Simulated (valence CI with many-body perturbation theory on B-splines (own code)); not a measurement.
# Forbidden lines of V7+

Method: configuration interaction combined with many-body perturbation theory (CI+MBPT): six valence electrons over a frozen Dirac-Fock core [Ne], radial functions for each j: 9 s, 9 p, 8 d, 6 f, 3 g, 1 h, with the one-electron correlation potential Σ1, the two-electron term Σ2, the three-electron term Σ3, Breit, model QED; selected CI, second order for the rest, scaled by the run's own slope (own B-spline code, finite nucleus).

Set against measurement, 8 paired levels are off by 125 cm⁻¹ on average, the worst by 342. These come from a selection out of Sugar and Corliss, J. Phys. Chem. Ref. Data 7, 1191 (1978). Levels without a partner in it may be off by more. Among the levels kept, up to 830 cm⁻¹ of a level comes from second order outside the variational space, and about a tenth of that is noise between levels of different J, which matters for small intervals.

Lines 1 to 44 of 44 in falling wavelength, among levels below 389420 cm⁻¹, chosen from the decays that carry over 1 % of a level's rate. Wavelengths and rates use the calculated energies, so an error of 100 cm⁻¹ moves a line at 471.4 nm by 0.47 % and its rate by three times that or more. Electric multipoles are in the length gauge, E1 and E2 with the static RPA response of the core. S is in atomic units (e²a₀⁴ for E2 and M2, e²a₀⁶ for E3), for M1 in squared Bohr magnetons. Weak lines are less certain than strong ones. Lines between different terms over intervals too small for the method are left out, as are lines whose strength nearly cancels.

Letters in brackets count levels of one name in rising energy.

```csv
λ vac (nm),λ from measured levels,Upper,Lower,Type,A (s⁻¹),S (a.u.)
6264,6362,3s²3p⁴ ³P_0,3s²3p⁴ ³P_1,M1,2.16e-01,1.97e+00
1663,1665,3s²3p⁴ ³P_1,3s²3p⁴ ³P_2,M1,4.81e+00,2.46e+00
907.9,,3s²3p³3d ³F°_4 [a],3s²3p³3d ³D°_3 [a],M1,8.26e-01,2.06e-01
578.0,,3s²3p³3d ³G°_4,3s²3p³3d ³F°_4 [a],M1,1.26e+00,8.11e-02
552.1,,3s²3p³3d ³G°_5,3s²3p³3d ³F°_4 [a],M1,1.53e+00,1.05e-01
529.8,,3s²3p³3d ³F°_4 [b],3s²3p³3d ¹G°_4,M1,8.11e+00,4.03e-01
471.4,474.7,3s²3p⁴ ¹D_2,3s²3p⁴ ³P_1,M1,2.63e+00,5.10e-02
401.8,,3s²3p³3d ¹G°_4,3s²3p³3d ³F°_4 [a],M1,1.23e+00,2.65e-02
389.8,,3s²3p³3d ³F°_4 [b],3s²3p³3d ³G°_5,M1,9.54e+00,1.88e-01
377.9,,3s²3p³3d ³F°_4 [b],3s²3p³3d ³G°_4,M1,8.15e+00,1.47e-01
368.8,,3s²3p³3d ¹G°_4,3s²3p³3d ³F°_3 [a],M1,8.68e-01,1.45e-02
367.3,369.4,3s²3p⁴ ¹D_2,3s²3p⁴ ³P_2,M1,1.63e+01,1.50e-01
353.2,,3s²3p³3d ³G°_4,3s²3p³3d ³D°_3 [a],M1,3.74e-02,5.49e-04
309.5,,3s²3p³3d ³F°_4 [a],3s²3p³3d ⁵D°_4,M1,5.68e+00,5.62e-02
306.4,,3s²3p³3d ³F°_4 [a],3s²3p³3d ⁵D°_3,M1,5.23e-01,5.03e-03
296.3,297.9,3s²3p⁴ ¹S_0,3s²3p⁴ ¹D_2,E2,5.55e+00,1.13e+00
228.5,,3s²3p³3d ³F°_4 [b],3s²3p³3d ³F°_4 [a],M1,2.15e+00,8.57e-03
217.4,,3s²3p³3d ³F°_4 [b],3s²3p³3d ³F°_3 [a],M1,2.45e+00,8.42e-03
201.6,,3s²3p³3d ³G°_4,3s²3p³3d ⁵D°_4,M1,1.07e+00,2.91e-03
200.3,,3s²3p³3d ³G°_4,3s²3p³3d ⁵D°_3,M1,9.71e-02,2.60e-04
198.3,,3s²3p³3d ³G°_5,3s²3p³3d ⁵D°_4,M1,1.67e-01,5.32e-04
198.3,,3s²3p³3d ³G°_5,3s²3p³3d ⁵D°_4,E2,4.83e-02,1.46e-02
182.6,,3s²3p³3d ³F°_4 [b],3s²3p³3d ³D°_3 [a],M1,5.94e+00,1.21e-02
181.9,183.0,3s²3p⁴ ¹S_0,3s²3p⁴ ³P_1,M1,1.90e+02,4.23e-02
174.8,,3s²3p³3d ¹G°_4,3s²3p³3d ⁵D°_4,M1,2.62e+00,4.68e-03
173.8,,3s²3p³3d ¹G°_4,3s²3p³3d ⁵D°_3,M1,5.88e-01,1.03e-03
131.5,,3s²3p³3d ³F°_4 [b],3s²3p³3d ⁵D°_4,M1,5.62e+01,4.26e-02
130.9,,3s²3p³3d ³F°_4 [b],3s²3p³3d ⁵D°_3,M1,1.10e+01,8.24e-03
88.02,,3s²3p³3d ³F°_4 [a],3s3p⁵ ³P°_2,E2,1.53e+01,6.49e-02
76.39,,3s²3p³3d ³G°_4,3s3p⁵ ³P°_2,E2,1.54e-01,3.22e-04
72.20,,3s²3p³3d ¹G°_4,3s3p⁵ ³P°_2,E2,1.15e+00,1.81e-03
63.54,,3s²3p³3d ³F°_4 [b],3s3p⁵ ³P°_2,E2,8.59e+01,7.15e-02
33.48,,3s²3p³3d ⁵D°_4,3s²3p⁴ ³P_2,M2,1.49e+01,5.04e-04
32.92,,3s²3p³3d ³F°_4 [a],3s²3p⁴ ¹D_2,M2,2.47e+01,7.67e-04
31.15,,3s²3p³3d ³G°_4,3s²3p⁴ ¹D_2,M2,2.67e-01,6.30e-06
30.43,,3s²3p³3d ¹G°_4,3s²3p⁴ ¹D_2,M2,8.06e+00,1.69e-04
30.43,,3s²3p³3d ¹G°_4,3s²3p⁴ ¹D_2,E3,4.56e-01,3.15e+00
30.22,,3s²3p³3d ³F°_4 [a],3s²3p⁴ ³P_2,M2,7.46e-01,1.51e-05
29.22,,3s²3p³3d ³G°_4,3s²3p⁴ ³P_1,E3,2.36e-01,1.23e+00
28.72,,3s²3p³3d ³G°_4,3s²3p⁴ ³P_2,M2,1.79e-01,2.81e-06
28.72,,3s²3p³3d ³G°_4,3s²3p⁴ ³P_2,E3,1.43e-01,6.57e-01
28.65,,3s²3p³3d ³G°_5,3s²3p⁴ ³P_2,E3,4.23e-01,2.34e+00
28.10,,3s²3p³3d ¹G°_4,3s²3p⁴ ³P_2,M2,1.07e+00,1.50e-05
26.69,,3s²3p³3d ³F°_4 [b],3s²3p⁴ ³P_2,M2,7.01e+00,7.62e-05
```
